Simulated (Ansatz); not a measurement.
Consider the redistribution: `CBO[SiH2]C` + `BN(B)C` → `BN(B)[SiH2]C` + `CBOC`.

Gas-phase electronic energies from Ansatz, PBE0-D4/def2-TZVP geometries. CCSD(T)/CBS is the MP2 limit (def2-TZVPP, def2-QZVPP) plus CCSD(T) − MP2 in def2-TZVPP, frozen cores. This one scheme is used for every species. DFT in def2-TZVPP. B3LYP here is the variant with VWN-RPA as its local correlation; programs differ in this. HSE06 is defined as in plane-wave codes. Each species was taken in one conformer, which may not be the lowest.

| level | ΔE (kJ/mol) | difference from CCSD(T)/CBS |
| --- | --- | --- |
| LDA (SPW92) | 68.7 | -4.5 |
| PBE0-D4 | 69.8 | -3.4 |
| B3LYP-D4 | 72.4 | -0.8 |
| r2SCANh-D4 | 72.8 | -0.4 |
| HSE06-D4 | 69.7 | -3.5 |
| CAM-B3LYP-D4 | 74.4 | 1.2 |
| PBE | 69.6 | -3.6 |
| BLYP | 74.5 | 1.3 |
| PBE0 | 71.6 | -1.6 |
| r2SCANh | 73.3 | 0.1 |
| r2SCAN0 | 74.0 | 0.8 |
| LC-ωPBE | 72.4 | -0.8 |
| RPA@PBE/def2-TZVPP | 69.6 | -3.6 |
| HF/def2-TZVPP | 79.5 | 6.3 |
| SCS-MP2/def2-QZVPP | 75.8 | 2.6 |
| CCSD/CBS(def2) | 74.7 | 1.5 |
| CCSD(T)/CBS | 73.2 | 0 |

Question: What do rigid-rotor, harmonic-oscillator terms from PBE0-D4/def2-TZVP frequencies (298.15 K, 1 bar) make of the CCSD(T)/CBS value? (Best estimate.)

Answer: Computed: ΔZPE = +0.5 kJ/mol, ΔH = +72.9 kJ/mol, ΔS = -19 J/(mol·K), ΔG = +78.5 kJ/mol. Modes under 50 cm⁻¹ make the entropy rough.

Largest T1 diagnostic among the species: 0.012.

From BLYP to BHLYP (50 % exact exchange), in def2-TZVPP and without D4, ΔE moves by +3.2 kJ/mol. At CCSD(T), def2-SVP lies −6.4 kJ/mol from the extrapolated value and def2-TZVPP −1.3 kJ/mol. The D4 term adds −3.3 kJ/mol with B3LYP and −1.8 kJ/mol with PBE0; it sums over pairs of atoms, weighted by their polarisabilities, and B3LYP, whose exchange is more repulsive, gets the larger term.

CCSD(T)/CBS has its own doubt, a few kJ/mol and more with outer-core shells, so smaller differences from it don't rank the levels.
